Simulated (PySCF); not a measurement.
These 4 structures share the formula C4H9NOSi. The calculation used PBE0-D3(BJ)/def2-SVP geometry optimisation, gas phase (PySCF). One conformer each; no zero-point energy, no entropy. No frequencies were run at this level. Point groups hold within 0.08 Å.

Question: Order them by energy at this level, lowest first, and give relative energies in kcal/mol.
A. `[O:1]=[CH:2][C@@H:3]1[CH2:4][NH:5][SiH2:6][CH2:7]1` with O1–C2–C3–C4 -1°, C2–C3–C4–N5 -166°, C3–C4–N5–Si6 26°, C4–N5–Si6–C7 -4°, N5–Si6–C7–C3 -19°
B. `[CH2:1]=[N:2][C@H:3]1[CH2:4][CH2:5][SiH2:6][O:7]1` with C1–N2–C3–C4 -124°, N2–C3–C4–C5 84°, C3–C4–C5–Si6 36°, C4–C5–Si6–O7 -20°, C5–Si6–O7–C3 -3°
C. `[H]/[N:1]=[CH:2]\[Si@@H:3]1[CH2:4][CH2:5][CH2:6][O:7]1` with N1–C2–Si3–C4 -123°, C2–Si3–C4–C5 -138°, Si3–C4–C5–C6 35°, C4–C5–C6–O7 -41°, C5–C6–O7–Si3 26°
D. `[O:1]=[CH:2][N:3]1[CH2:4][CH2:5][CH2:6][SiH2:7]1` with O1–C2–N3–C4 179°, C2–N3–C4–C5 156°, N3–C4–C5–C6 42°, C4–C5–C6–Si7 -39°, C5–C6–Si7–N3 22°

Answer: D (0.0), A (18.6), B (18.9), C (19.9).

As drawn, the lowest has a C=O bond and a C(=O)–N unit, which the highest lacks; the highest has a C=N bond, an N–H bond and an Si–O bond, which the lowest lacks. Neighbours under 2.5 kcal/mol apart (O=C[C@@H]1CN[SiH2]C1 and C=N[C@H]1CC[SiH2]O1; C=N[C@H]1CC[SiH2]O1 and [H]/N=C\[Si@@H]1CCCO1) can change places with a better method, another conformer or zero-point energy.

| SMILES | E (Eh) | E rel (kcal/mol) | dipole (D) | point group | A, B, C (MHz) |
| --- | --- | --- | --- | --- | --- |
| O=CN1CCC[SiH2]1 | -576.60591 | 0.0 | 4.17 | C1 | 4045, 1780, 1305 |
| O=C[C@@H]1CN[SiH2]C1 | -576.57634 | 18.6 | 1.80 | C1 | 5084, 1405, 1174 |
| C=N[C@H]1CC[SiH2]O1 | -576.57586 | 18.9 | 1.30 | C1 | 3501, 1999, 1666 |
| [H]/N=C\[Si@@H]1CCCO1 | -576.57425 | 19.9 | 3.02 | C1 | 5134, 1367, 1208 |

Q: How do the relative energies change in single points at PBE0/pcSseg-1 (no added dispersion term) on the same geometries?

A: 
| SMILES | PBE0-D3(BJ)/def2-SVP (kcal/mol) | PBE0/pcSseg-1 (kcal/mol) | shift |
| --- | --- | --- | --- |
| O=CN1CCC[SiH2]1 | 0.0 | 0.0 | 0.0 |
| O=C[C@@H]1CN[SiH2]C1 | 18.6 | 18.3 | -0.3 |
| C=N[C@H]1CC[SiH2]O1 | 18.9 | 18.4 | -0.5 |
| [H]/N=C\[Si@@H]1CCCO1 | 19.9 | 17.9 | -2.0 |

Each column counts from its own lowest isomer. The lowest isomer stays, but the order above it changes; the largest shift is 2.0 kcal/mol.
